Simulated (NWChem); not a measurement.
# SrBrF; SMILES [Br][Sr][F]

Results from NWChem. All runs use the structure optimised with PBE0/def2-SVP. No frequency run checked for a minimum. def2 effective core potentials on Sr; no spin-orbit coupling. Ions are spin-unrestricted doublets at the neutral geometry; other ion states weren't tried.

Question: What does the run give for PBE0/def2-SVP? Quantities: vertical ionisation energy, ΔSCF (eV); −ε(HOMO) (eV).

Answer: 
* **vertical ionisation energy, ΔSCF (eV)**: 9.64
* **−ε(HOMO) (eV)**: 7.12
